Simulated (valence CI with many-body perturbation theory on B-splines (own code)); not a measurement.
**Level structure of Sb I**

Level of theory: valence CI with perturbative core correlation (CI+MBPT): five valence electrons over a frozen Dirac-Fock core [Kr] 4d10, radial functions for each j: 10 s, 10 p, 9 d, 7 f, 4 g, 2 h, with the one-electron correlation potential Σ1, the two-electron term Σ2, the three-electron term Σ3, Breit, model QED; selected CI, second order for the rest, scaled by the run's own slope (own B-spline code, finite nucleus).

Set against measurement, 19 paired levels are off by 64 cm⁻¹ on average, the worst by 178. These come from a selection out of the NIST Handbook of Basic Atomic Spectroscopic Data. Levels without a partner in it may be off by more. Among the levels kept, up to 870 cm⁻¹ of a level comes from second order outside the variational space, and about a tenth of that is noise between levels of different J, which matters for small intervals.

Levels 46 to 52 of 52, with energies above the lowest level, (5s^2 5p1/2 5p3/2^2) J=3/2 [a]. "Leading %" is the weight of the configuration and term that name the level; weights of strongly mixed levels are sums over their largest components and can fall short. In the jj column 3d3/2^4 stands for four electrons in 3d with j = 3/2. Lifetimes count E1, E2, E3, M1 and M2 decay at the calculated energies, and are blank where another channel may lead or the interval is too uncertain; long ones can be off by a factor of two.

| No. | Configuration | Term | J | E (eV) | Leading % | Second component | Leading jj | Lifetime |
| --- | --- | --- | --- | --- | --- | --- | --- | --- |
| 46 | 5s2 5p2 5d | 2F | 7/2 | 7.569 | 55 | 23 % 5s2 5p2 5d 4D | 5s^2 5p1/2 5p3/2 5d5/2 (38 %) | 3.72 ns |
| 47 | 5s2 5p2 7s | 2P | 1/2 | 7.587 | 57 | 19 % 5s2 5p2 7s 4P | 5s^2 5p1/2 5p3/2 7s (75 %) | 8.53 ns |
| 48 | 5s2 5p2 5d | 2D | 5/2 | 7.630 | 35 | 13 % 5s2 5p2 6d 4P | 5s^2 5p1/2 5p3/2 5d5/2 (37 %) | 4.41 ns |
| 49 | 5s2 5p2 5d | 2D | 3/2 | 7.657 | 38 | 19 % 5s2 5p2 6d 4F | 5s^2 5p1/2^2 6d3/2 (30 %) | 6.08 ns |
| 50 | 4f 5s2 5p2 | 4G° | 5/2 | 7.733 | 37 | 16 % 4f 5s2 5p2 2D° | 4f5/2 5s^2 5p1/2^2 (78 %) | 56.4 ns |
| 51 | 4f 5s2 5p2 | 2G° | 7/2 | 7.733 | 22 | 21 % 4f 5s2 5p2 4F° | 4f7/2 5s^2 5p1/2^2 (78 %) | 57.3 ns |
| 52 | 5s 5p4 | 4P | 5/2 | 7.735 | 17 | 17 % 5s2 5p2 5d 4P | 5s^2 5p1/2^2 6d5/2 (24 %) | 3.86 ns |
